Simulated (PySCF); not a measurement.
Species: B2H7NOSi.
InChI=1S/B2H7NOSi/c1-4-2-3-5/h2-3H,1H2,5H3

All values: wB97X-D/def2-SVPD (PySCF, non-relativistic), on one gas-phase PBE0-D3(BJ)/def2-SVP geometry that isn't relaxed in the solvent. The solvent is an IEF-PCM continuum (van der Waals radii × 1.2), and excitations are vertical TDDFT with non-equilibrium linear response and a frozen core. The model holds no explicit solvent molecules, cavitation or dispersion.

Gas-phase singlets (H = HOMO, L = LUMO):

| state | E (eV) | λ (nm) | f | leading configurations |
| --- | --- | --- | --- | --- |
| S1 | 5.973 | 208 | 0.000 | H→L 64%, H-1→L 32% |
| S2 | 7.242 | 171 | 0.010 | H→L+1 71%, H-1→L+1 10% |
| S3 | 7.695 | 161 | 0.303 | H→L+2 74% |
| S4 | 7.936 | 156 | 0.003 | H-1→L 39%, H→L 19% |
| S5 | 8.194 | 151 | 0.112 | H-2→L 36%, H-2→L+2 35% |

Task: How does the list change in acetone (ε = 20.49)?

Result: 
| state | E (eV) | λ (nm) | f | leading configurations | change by rank (eV) |
| --- | --- | --- | --- | --- | --- |
| S1 | 5.990 | 207 | 0.001 | H→L 55%, H-1→L 40% | +0.017 |
| S2 | 7.311 | 170 | 0.019 | H→L+1 64%, H→L+3 12% | +0.069 |
| S3 | 7.619 | 163 | 0.389 | H→L+2 72% | -0.076 |
| S4 | 7.867 | 158 | 0.013 | H-1→L 39%, H→L 27% | -0.069 |
| S5 | 8.147 | 152 | 0.156 | H-2→L 40%, H-2→L+2 20% | -0.047 |

Task: The ground-state energy changes by -0.086 eV from gas to acetone. By how much does the total energy of gas-phase S2 change?

Result: E(S2) = E(S0) + excitation energy, so it changes by -0.086 + 0.069 = -0.017 eV: it is lowered less than the ground state, which is what a blue shift means. This is the vertical state, with the slow part of the continuum still set for S0.

Task: How do the frontier levels move from gas to acetone?

Result: 
```tsv
orbital	gas (eV)	solvent (eV)	change (eV)
LUMO+2	2.19	2.28	+0.09
LUMO+1	1.73	1.90	+0.17
LUMO	1.30	1.32	+0.02
HOMO	-9.87	-9.76	+0.11
HOMO-1	-10.78	-10.74	+0.04
HOMO-2	-11.43	-11.36	+0.07
HOMO-3	-11.80	-11.62	+0.18
```

The HOMO–LUMO gap goes from 11.18 to 11.08 eV. Rows go by rank; for HOMO-1 the atom shares or the degeneracy differ between the runs, so the row needn't follow one orbital.

Hardware: one thread, Arm Neoverse V1 (aarch64), shared host with 32 logical CPUs at a one-minute load of 13. Cost: 20 s of wall time, 0.77 GiB resident at most. This is the whole response run at wB97X-D/def2-SVPD in acetone, SCF included.

The values belong to the conformer `[BH2:1][O:2][BH:3][NH:4][SiH3:5]`: B1–O2–B3–N4 99°, O2–B3–N4–Si5 177°.

wB97X-D is run here without its empirical dispersion term; that term would change no orbital, density or response property at a fixed geometry.
